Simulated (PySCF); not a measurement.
# Electron correlation in Au(2+) (gold, charge +2)

[Xe] 4f14 5d8 6s1, high-spin 4F determinant (an excited configuration). Calculation: PySCF 2.14, in aug-cc-pVDZ-PP with ECP60MDF; a scalar-relativistic core potential. Frozen: 5s2 5p6; 9 electrons correlated.

```csv
level,correlation energy (mhartree)
CCSD,-191.13
(T),-2.71
CCSD(T),-193.84
```

Diagnostics: T1 = 0.0057, D1 = 0.0161, largest double amplitude 0.015.

Question: Is a single reference adequate?

Answer: Yes, within this model without spin-orbit coupling: T1 lies below 0.03 and no double amplitude reaches 0.07.
